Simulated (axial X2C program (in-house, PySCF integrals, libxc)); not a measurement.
**Low determinants of CrB at the PBE0 level, 2c**

Computed with an axial X2C code built on PySCF integrals. Two-component (2c) means X2C with spin–orbit coupling and atomic mean-field two-electron Coulomb and Gaunt terms. Basis: Cr dyall-cv3z [9s10p6d3f2g], B dyall-v3z [7s6p2d1f] (cores contracted in-house); Gaussian nuclei, density fitting, unrestricted open shells. Masses: Cr 51.941 u, B 11.009 u.

Search at 2.170 Å (vertical energies from the lowest determinant):

```csv
ΔE (eV),state,electrons beyond evenly filled partner blocks,"electrons in ±ω = 1/2, 3/2, 5/2, 7/2"
0.00,Ω = 5/2,ω = 5/2,22 6 1 0
0.10,Ω = 7/2,"2 × ω = 1/2, ω = 5/2",22 6 1 0
0.10,Ω = 9/2,"ω = 1/2, ω = 3/2, ω = 5/2",21 7 1 0
0.10,Ω = 3/2,"ω = 1/2, ω = -3/2, ω = 5/2",21 7 1 0
0.57,Ω = 1/2,"ω = -1/2, ω = -3/2, ω = 5/2",21 7 1 0
1.07,Ω = 3/2,"2 × ω = -1/2, ω = 5/2",22 6 1 0
1.08,Ω = 7/2,"ω = -1/2, ω = 3/2, ω = 5/2",21 7 1 0
```

Lowest determinant, Ω = 5/2 (⟨Sz⟩ = 2.50, ⟨Lz⟩ = 0.00 at PBE0): Re = 2.166 Å, ωe = 422.8 cm⁻¹.

The determinant in row 2 of the search, Ω = 7/2 (⟨Sz⟩ = 2.50, ⟨Lz⟩ = 1.00 at PBE0), was followed along the bond at PBE0; measured from the minimum of the lowest determinant it gives:

Te = 0.027 eV (216 cm⁻¹), Re = 2.016 Å, ωe = 471.3 cm⁻¹.

Problem. Compare the bond of the determinant in row 2 with that of the lowest one.

Solution. At PBE0 its Re is 0.150 Å shorter and its force constant, which goes as ωe², is 1.24 times that of the lowest determinant. T0 ≈ Te + Δωe/2 = 216 + (24) = 240 cm⁻¹.

The search compares states at one distance, so a state with another bond length can lie lower; it is not exhaustive and yields mostly the lowest determinant of each block pattern, so other components and higher states of one pattern are missing. These are energies of single determinants, not of spin-adapted states; PBE0 term energies can be off by some tenths of an eV, and the functional has no current term. The lowest determinant need not be the ground state where others lie within half an eV.
